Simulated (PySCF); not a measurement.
# Correlation energy of Bi²⁺ (bismuth, charge +2)

[Xe] 4f14 5d10 6s2 6p1, 2P determinant. Computed with PySCF 2.14 in aug-cc-pwCVTZ-DK3, with scalar relativity by spin-free X2C-1e. Frozen: [Xe] 4f14 5d10; 3 electrons correlated.

MP2 pair energies summed by pair of shells (mhartree):

```csv
pair,energy,share (%)
6s-6s,-16.74,55.9
6s-6p,-13.21,44.1
```

Total MP2 correlation energy: -29.95 mhartree.

Same-spin part -2.20 and opposite-spin part -27.75 mhartree; SCS-MP2 scales them by 1/3 and 6/5 to -34.03 mhartree.
